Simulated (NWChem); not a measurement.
System: C₅H₅F; SMILES C(#C)[C@@H]1[C@H](F)C1

```xyz
11

C      0.4901     2.3961    -0.1632
C     -0.0597     1.3544     0.1202
C     -0.7170     0.1265     0.4706
C     -1.0786    -0.8833    -0.6123
C      0.0145    -1.1844     0.3391
F      1.2824    -1.1628    -0.1186
H      0.9818     3.3169    -0.4165
H     -1.4041     0.2004     1.3210
H     -2.0280    -1.4173    -0.5270
H     -0.7751    -0.6189    -1.6279
H     -0.1282    -1.9342     1.1244
```
Atoms are numbered in this order, from 1.

Geometry: optimised at PBE0/def2-SVP.

 Unshifted, non-relativistic core excitations; the lowest 4 roots alone, so stronger bands may lie above.

### Question
List the first F K-edge excitations from PBE/6-311G** (spherical d), restricted-window TDA (NWChem).

### Answer
```
state  energy (eV)  dipole oscillator strength           leading excitation (squared amplitude)
-----  -----------  --------------------------  -----------------------------------------------
S1           659.5                      0.0006    1s of atom 6 or its equivalents → LUMO (1.00)
S2           659.7                      0.0004  1s of atom 6 or its equivalents → LUMO+1 (1.00)
S3           660.5                      0.0008  1s of atom 6 or its equivalents → LUMO+2 (0.99)
S4           661.0                      0.0019  1s of atom 6 or its equivalents → LUMO+3 (0.97)
```
